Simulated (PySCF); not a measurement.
# Computed properties of FGaH2O2, SMILES [OH][Ga]([OH])[F]

Ga(F)(OH)2 (FGaH₂O₂), SMILES [OH][Ga]([OH])[F]. Geometry: B3LYP-D3(BJ)/def2-SVP. One conformer was computed; it need not be the lowest. All values are computed for the isolated molecule unless a solvent is named; none is compared with measurement here.

**Structure.** The optimised structure has Cs symmetry. All 12 harmonic modes at B3LYP-D3(BJ)/def2-SVP (PySCF) are real, so it is a minimum. With heavy atoms numbered as in [Ga:1]([F:2])([OH:3])[OH:5], the shortest bond between them is Ga1–F2 at 1.750 Å and the longest Ga1–O5 at 1.777 Å.

**Vibrations.** The strongest infrared lines (harmonic, unscaled, degenerate partners summed) lie at 323 cm⁻¹ (213 km/mol, H 92 %), 753 cm⁻¹ (125 km/mol, O 72 %, Ga 24 %), 858 cm⁻¹ (112 km/mol, H 88 %). The softest mode is at 174 cm⁻¹ and the zero-point energy is 18.2 kcal/mol.

**Electronic structure.** B3LYP/def2-TZVPD (PySCF) places the frontier levels at -9.16 and -2.04 eV, a gap of 7.12 eV, and gives a dipole moment of 1.92 D and a mean polarisability of 35.3 bohr³.

**Excitations.** TDDFT-CAM-B3LYP/def2-SVPD (PySCF) has S1 at 6.36 eV (195 nm, f = 0.000, dark); the most intense of the 10 singlets computed lies at 8.54 eV (f = 0.19). T1 (TDA) is at 5.94 eV. No vertical singlet excitation falls in the visible range (under 3.1 eV).

**NMR.** GIAO shifts at PBE0/pcSseg-1 (PySCF) (non-relativistic, atoms alike by connectivity averaged): ¹H at 2.2 ppm against TMS; ¹⁹F at -193.8 ppm against CFCl3.
